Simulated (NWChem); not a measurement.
System: C₄H₁₀B, doublet; SMILES CC[B]CC

The following NWChem deck was run.

```
start job
memory heap 200 mb stack 900 mb global 1100 mb
geometry units angstroms noautoz
  C      0.012022     2.578220    -0.011184
  C     -0.351745     1.097485     0.015908
  B      0.785064     0.038198    -0.007970
  C      0.695245    -1.516979     0.002196
  C     -0.692499    -2.161591    -0.008129
  H      0.644977     2.847160     0.848240
  H      0.581213     2.830263    -0.918992
  H     -0.879434     3.224768     0.014485
  H     -0.963609     0.856363     0.911560
  H     -1.026871     0.839128    -0.827626
  H      1.278770    -1.852034     0.882951
  H      1.306803    -1.881282    -0.846260
  H     -1.262416    -1.877666    -0.906913
  H     -1.288882    -1.850888     0.864193
  H     -0.636662    -3.261763     0.009023
end
basis spherical
  * library 6-31g*
end
dft
  odft
  mult 2
  xc r2scan
  iterations 150
end
task dft gradient
```

Output (shortened):

```
             Northwest Computational Chemistry Package (NWChem) 7.3.0
             --------------------------------------------------------

 C1  symmetry detected

                             Geometry "geometry" -> ""
                             -------------------------

 Output coordinates in angstroms (scale by  1.889725989 to convert to a.u.)

  No.       Tag          Charge          X              Y              Z
 ---- ---------------- ---------- -------------- -------------- --------------
    1 C                    6.0000    -0.00924334     2.57706008    -0.01087030
    2 C                    6.0000    -0.35574394     1.09218318     0.01585956
    3 B                    5.0000     0.79337318     0.04622930    -0.00659323
    4 C                    6.0000     0.72169059    -1.50988931     0.00354474
    5 C                    6.0000    -0.65842556    -2.17064715    -0.00842003
    6 H                    1.0000     0.61949415     2.85339805     0.84930228
    7 H                    1.0000     0.55806313     2.83569198    -0.91800444
    8 H                    1.0000    -0.90821153     3.21316539     0.01369059
    9 H                    1.0000    -0.96583321     0.84397326     0.91078569
   10 H                    1.0000    -1.02679215     0.82593613    -0.82847442
   11 H                    1.0000     1.30802188    -1.83808109     0.88501988
   12 H                    1.0000     1.33847977    -1.86706499    -0.84415455
   13 H                    1.0000    -1.23053156    -1.89342382    -0.90790511
   14 H                    1.0000    -1.25944427    -1.86688990     0.86316631
   15 H                    1.0000    -0.58977862    -3.27009225     0.00885606

 Effective nuclear repulsion energy (a.u.)     155.2059252625

                                 NWChem DFT Module
                                 -----------------

 Summary of "ao basis" -> "ao basis" (spherical)
 ------------------------------------------------------------------------------
       Tag                 Description            Shells   Functions and Types
 ---------------- ------------------------------  ------  ---------------------
 C                           6-31g*                  6       14   3s2p1d
 B                           6-31g*                  6       14   3s2p1d
 H                           6-31g*                  2        2   2s

            General Information
            -------------------
          SCF calculation type: DFT
          Wavefunction type:  spin polarized.
          No. of atoms     :    15
          No. of electrons :    39
           Alpha electrons :    20
            Beta electrons :    19
          Charge           :     0
          Spin multiplicity:     2
          Use of symmetry is: off; symmetry adaption is: off
          Maximum number of iterations: 150
          AO basis - number of functions:    90
                     number of shells:    50
          Convergence on energy requested:  1.00D-06
          Convergence on density requested:  1.00D-05
          Convergence on gradient requested:  5.00D-04

              XC Information
              --------------
                      r^2SCAN Method XC Functional
               r^2SCAN metaGGA Exchange Functional  1.000
                     r^2SCAN Correlation Potential  1.000

             Grid Information
             ----------------
          Grid used for XC integration:  medium
          Radial quadrature: Mura-Knowles
          Angular quadrature: Lebedev.
          Tag              B.-S. Rad. Rad. Pts. Rad. Cut. Ang. Pts.
          ---              ---------- --------- --------- ---------
          C                   0.70       49          13.0       434
          B                   0.85       49          10.0       434
          H                   0.35       45          13.0       434
          Grid pruning is: on
          Number of quadrature shells:   695
          Spatial weights used:  Erf1

      Superposition of Atomic Density Guess
      -------------------------------------

 Sum of atomic energies:        -180.14943048

      Non-variational initial energy
      ------------------------------

 Total energy =    -183.306396
 1-e energy   =    -546.661276
 2-e energy   =     208.148955
 HOMO         =      -0.061622
 LUMO         =       0.033019

   convergence    iter        energy       DeltaE   RMS-Dens  Diis-err
 ---------------- ----- ----------------- --------- --------- ---------
 d= 0,ls=0.0,diis     1   -183.0404059629 -3.38D+02  6.50D-03  8.02D-02
                                                     2.73D-03  7.45D-02
 d= 0,ls=0.0,diis     2   -183.0845178190 -4.41D-02  8.47D-04  3.57D-03
                                                     9.11D-04  4.44D-03
 d= 0,ls=0.0,diis     3   -183.0848291917 -3.11D-04  5.72D-04  4.15D-03
                                                     4.34D-04  3.69D-03
 d= 0,ls=0.0,diis     4   -183.0869160934 -2.09D-03  1.11D-04  4.01D-05
                                                     7.21D-05  4.40D-05
 d= 0,ls=0.0,diis     5   -183.0869425888 -2.65D-05  2.94D-05  6.50D-06
                                                     3.53D-05  7.97D-06
  Resetting Diis
 d= 0,ls=0.0,diis     6   -183.0869472339 -4.65D-06  1.54D-05  1.28D-06
                                                     9.46D-06  8.76D-07
 d= 0,ls=0.0,diis     7   -183.0869479094 -6.75D-07  5.84D-06  9.69D-08
                                                     5.59D-06  1.33D-07

         Total DFT energy =     -183.086947909385
      One electron energy =     -551.595773174922
           Coulomb energy =      242.667721345821
    Exchange-Corr. energy =      -29.364821342829
 Nuclear repulsion energy =      155.205925262544

 Numeric. integr. density =       39.000017211206

                    DFT Final Alpha Molecular Orbital Analysis
                    ------------------------------------------

 Vector   18  Occ=1.000000D+00  E=-3.086427D-01
              MO Center= -4.6D-02,  1.1D+00,  2.2D-03, r^2= 4.8D+00
   Bfn.  Coefficient  Atom+Function         Bfn.  Coefficient  Atom+Function
  ----- ------------  ---------------      ----- ------------  ---------------
     5      0.289390   1 C  pz               19     -0.249016   2 C  pz
    71      0.172109   6 H  s                73     -0.171038   7 H  s
     9      0.165338   1 C  pz               47      0.161761   4 C  pz
    78     -0.159774   9 H  s                80      0.160154  10 H  s
    72      0.157237   6 H  s                79      0.157433  10 H  s

 Vector   19  Occ=1.000000D+00  E=-2.663693D-01
              MO Center=  2.1D-01, -6.2D-02,  3.1D-03, r^2= 4.4D+00
   Bfn.  Coefficient  Atom+Function         Bfn.  Coefficient  Atom+Function
  ----- ------------  ---------------      ----- ------------  ---------------
    32      0.323844   3 B  py               46     -0.295093   4 C  py
    17      0.225440   2 C  px               18     -0.186268   2 C  py
    50     -0.182284   4 C  py               76      0.148457   8 H  s
     4      0.137677   1 C  py               75      0.133475   8 H  s
    60      0.127103   5 C  py               21      0.125136   2 C  px

 Vector   20  Occ=1.000000D+00  E=-1.373637D-01
              MO Center=  9.6D-01,  1.3D-01, -1.1D-02, r^2= 2.3D+00
   Bfn.  Coefficient  Atom+Function         Bfn.  Coefficient  Atom+Function
  ----- ------------  ---------------      ----- ------------  ---------------
    31      0.458927   3 B  px               34      0.453831   3 B  s
    35      0.399686   3 B  px               32      0.171971   3 B  py
    48     -0.160347   4 C  s                36      0.157844   3 B  py
    17     -0.149635   2 C  px                6     -0.145422   1 C  s
    20     -0.140210   2 C  s                62      0.138633   5 C  s

 Vector   21  Occ=0.000000D+00  E=-4.385763D-02
              MO Center=  7.1D-01,  2.0D-02, -3.5D-03, r^2= 2.4D+00
   Bfn.  Coefficient  Atom+Function         Bfn.  Coefficient  Atom+Function
  ----- ------------  ---------------      ----- ------------  ---------------
    37      0.625443   3 B  pz               33      0.508651   3 B  pz
    78     -0.248841   9 H  s                80      0.241554  10 H  s
    82     -0.219534  11 H  s                84      0.207591  12 H  s
    77     -0.105300   9 H  s                81     -0.104769  11 H  s
    79      0.103032  10 H  s                83      0.100629  12 H  s

 Vector   22  Occ=0.000000D+00  E= 8.290617D-02
              MO Center= -4.8D-01, -9.0D-01,  2.3D-02, r^2= 6.2D+00
   Bfn.  Coefficient  Atom+Function         Bfn.  Coefficient  Atom+Function
  ----- ------------  ---------------      ----- ------------  ---------------
    20      1.429699   2 C  s                62      1.410734   5 C  s
    48      0.810000   4 C  s                78     -0.661491   9 H  s
    80     -0.658676  10 H  s                88     -0.650981  14 H  s
    86     -0.638276  13 H  s                90     -0.627634  15 H  s
    34     -0.561276   3 B  s                82     -0.528732  11 H  s

 Vector   23  Occ=0.000000D+00  E= 1.154853D-01
              MO Center=  1.5D-01,  8.9D-01,  2.4D-03, r^2= 8.4D+00
   Bfn.  Coefficient  Atom+Function         Bfn.  Coefficient  Atom+Function
  ----- ------------  ---------------      ----- ------------  ---------------
     6      1.608373   1 C  s                48     -1.399729   4 C  s
    76     -0.859197   8 H  s                20      0.723253   2 C  s
    82      0.617199  11 H  s                84      0.615490  12 H  s
    74     -0.598925   7 H  s                72     -0.593533   6 H  s
    80     -0.546078  10 H  s                78     -0.529311   9 H  s

                     DFT Final Beta Molecular Orbital Analysis
                     -----------------------------------------

 Vector   17  Occ=1.000000D+00  E=-3.121493D-01
              MO Center= -9.3D-02,  6.2D-01, -2.3D-02, r^2= 5.7D+00
   Bfn.  Coefficient  Atom+Function         Bfn.  Coefficient  Atom+Function
  ----- ------------  ---------------      ----- ------------  ---------------
     3      0.270329   1 C  px               17     -0.212213   2 C  px
    34     -0.171260   3 B  s                30     -0.159312   3 B  s
    46     -0.150322   4 C  py               75     -0.148751   8 H  s
     7      0.146002   1 C  px               60      0.137029   5 C  py
    76     -0.137579   8 H  s                73      0.126711   7 H  s

 Vector   18  Occ=1.000000D+00  E=-3.078568D-01
              MO Center= -5.4D-02,  1.3D+00,  2.8D-03, r^2= 4.5D+00
   Bfn.  Coefficient  Atom+Function         Bfn.  Coefficient  Atom+Function
  ----- ------------  ---------------      ----- ------------  ---------------
     5      0.293997   1 C  pz               19     -0.255672   2 C  pz
    71      0.177120   6 H  s                73     -0.173011   7 H  s
     9      0.169444   1 C  pz               72      0.161503   6 H  s
    79      0.161531  10 H  s                80      0.160391  10 H  s
    74     -0.157821   7 H  s                77     -0.157484   9 H  s

 Vector   19  Occ=1.000000D+00  E=-2.605207D-01
              MO Center=  2.1D-01, -4.1D-02,  3.3D-03, r^2= 4.3D+00
   Bfn.  Coefficient  Atom+Function         Bfn.  Coefficient  Atom+Function
  ----- ------------  ---------------      ----- ------------  ---------------
    32      0.314898   3 B  py               46     -0.298060   4 C  py
    17      0.235403   2 C  px               50     -0.201285   4 C  py
    18     -0.189025   2 C  py               76      0.150101   8 H  s
    21      0.147005   2 C  px                4      0.135306   1 C  py
    75      0.131561   8 H  s                60      0.121825   5 C  py

 Vector   20  Occ=0.000000D+00  E=-1.521653D-02
              MO Center=  9.8D-01,  2.1D-01, -7.2D-02, r^2= 2.6D+00
   Bfn.  Coefficient  Atom+Function         Bfn.  Coefficient  Atom+Function
  ----- ------------  ---------------      ----- ------------  ---------------
    34      0.546233   3 B  s                 6     -0.420532   1 C  s
    35      0.377728   3 B  px               31      0.360825   3 B  px
    62      0.290694   5 C  s                78      0.251561   9 H  s
    48     -0.244657   4 C  s                20     -0.231101   2 C  s
    36      0.192130   3 B  py               63      0.190093   5 C  px

 Vector   21  Occ=0.000000D+00  E=-1.383248D-02
              MO Center=  6.8D-01,  1.6D-03,  5.9D-02, r^2= 2.5D+00
   Bfn.  Coefficient  Atom+Function         Bfn.  Coefficient  Atom+Function
  ----- ------------  ---------------      ----- ------------  ---------------
    37      0.582105   3 B  pz               33      0.493923   3 B  pz
    80      0.306038  10 H  s                82     -0.282285  11 H  s
    84      0.266619  12 H  s                78     -0.260591   9 H  s
     9     -0.140053   1 C  pz               72      0.132561   6 H  s
    79      0.115771  10 H  s                81     -0.115051  11 H  s

 Vector   22  Occ=0.000000D+00  E= 8.606551D-02
              MO Center= -4.8D-01, -1.0D+00,  2.2D-02, r^2= 6.0D+00
   Bfn.  Coefficient  Atom+Function         Bfn.  Coefficient  Atom+Function
  ----- ------------  ---------------      ----- ------------  ---------------
    62      1.465408   5 C  s                20      1.344639   2 C  s
    48      0.842872   4 C  s                88     -0.681742  14 H  s
    86     -0.667637  13 H  s                90     -0.651450  15 H  s
    78     -0.634993   9 H  s                80     -0.632789  10 H  s
    82     -0.533850  11 H  s                84     -0.532799  12 H  s

   alpha - beta orbital overlaps
   -----------------------------

   alpha      1      2      3      4      5      6      7      8      9     10
    beta      1      2      3      4      5      6      7      8      9     11
 overlap   1.000  1.000  1.000  1.000  1.000  1.000  1.000  0.998  0.999  0.984

   alpha     11     12     13     14     15     16     17     18     19     20
    beta     10     12     13     14     15     17     16     18     19     20
 overlap   0.999  0.999  0.990  0.977  0.996  0.952  0.974  0.999  0.999  0.965

   alpha     21     22     23     24     25     26     27     28     29     30
    beta     21     22     23     24     25     26     27     28     29     30
 overlap   0.990  0.998  0.989  0.999  0.997  0.999  0.998  0.982  0.997  0.997

   alpha     31     32     33     34     35     36     37     38     39     40
    beta     32     31     33     34     35     39     36     37     38     40
 overlap   0.732  0.742  0.998  0.994  0.990  0.747  0.877  0.745  0.994  0.990

[...]

                         DFT ENERGY GRADIENTS

    atom               coordinates                        gradient
                 x          y          z           x          y          z
   1 C      -0.017467   4.869937  -0.020542   -0.001647  -0.006437   0.000098
   2 C      -0.672259   2.063927   0.029970    0.004015   0.006939  -0.000134
   3 B       1.499258   0.087361  -0.012459   -0.002982  -0.001974   0.000099
   4 C       1.363797  -2.853277   0.006699   -0.006286  -0.001610  -0.000079
   5 C      -1.244244  -4.101928  -0.015912    0.006224   0.003644   0.000038
   6 H       1.170674   5.392140   1.604949    0.001441   0.001029   0.001830
   7 H       1.054586   5.358681  -1.734777    0.001309   0.000985  -0.001950
   8 H      -1.716271   6.072002   0.025871   -0.001703   0.001408   0.000047
   9 H      -1.825160   1.594878   1.721135   -0.000367  -0.001518   0.001490
  10 H      -1.940356   1.560793  -1.565590   -0.000451  -0.001565  -0.001437
  11 H       2.471803  -3.473470   1.672445    0.001838   0.000358   0.001473
  12 H       2.529360  -3.528241  -1.595221    0.001911   0.000284  -0.001430
  13 H      -2.325367  -3.578052  -1.715692   -0.001668   0.000255  -0.001905
  14 H      -2.380005  -3.527910   1.631148   -0.001720   0.000285   0.001827
  15 H      -1.114520  -6.179578   0.016736    0.000085  -0.002084   0.000031
```

Level: r2SCAN/6-31G* (spherical d), spin-unrestricted. Structure relaxed at the PBE0/def2-SVP, spin-unrestricted level. Not confirmed as a minimum by frequencies. No stability test was run on the SCF state.
